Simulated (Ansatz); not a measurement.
Energy profile

The step: C₂H₅Si ([CH][CH][SiH3]) → C₂H₄Si (C#C[SiH3]) + H; bonds broken: H1–C2 (atoms numbered as in the saddle structure below).

H1  (1.153, 1.195, -0.801)
C2  (-0.383, -0.068, -0.613)
C3  (-0.969, -0.131, -1.673)
Si4  (0.282, -0.185, 1.088)
H5  (-1.442, -0.144, -2.628)
H6  (0.248, 1.153, 1.723)
H7  (-0.564, -1.128, 1.866)
H8  (1.674, -0.693, 1.037)
(Å)

Electronic energies by CCSD(T) at an estimated basis limit (MP2 extrapolated from triple and quadruple zeta, plus CCSD(T) − MP2 in triple zeta), on PBE0-D4/def2-TZVP structures; C2H5Si, doublet; no counterpoise correction; spin–orbit coupling, which lowers free halogen atoms and radicals such as OH and SH, is left out. Program: Ansatz 0.2.0. Basis: def2-TZVPP and def2-QZVPP. Cores are frozen in the correlated methods; orbitals are unrestricted. Extrapolation: Hartree–Fock as exp(−7.88 √X), correlation as X^−2.97.

(1) Give the profile in kJ/mol, counted from the start structure. (Judge from chemistry; the value comes from the calculation.)

T1 diagnostic: at most 0.034. ⟨S²⟩ of the unrestricted Hartree–Fock references: 0.75 to 0.92 (a pure state has 0.75). The unrestricted reference is spin-contaminated, which hurts MP2 most.

Answers

(1) By the calculation:
```
                                                                                              point  kJ/mol
                                                                                    start structure     0.0
                                                                                             saddle   154.7
                                                                                      end structure   138.4
separated: H (H1; doublet) + C2H4Si (linked as [CH][C][SiH3]; C2, C3, Si4, H5, H6, H7, H8; singlet)   139.6
```

For scale, one of the runs: CCSD(T)/def2-TZVPP, 174 basis functions (an equivalent command: `ansatz run in.yaml --threads 2`). Hardware: 2 CPU threads, shared host. Wall time 86 s; peak host memory 3.6 GiB.
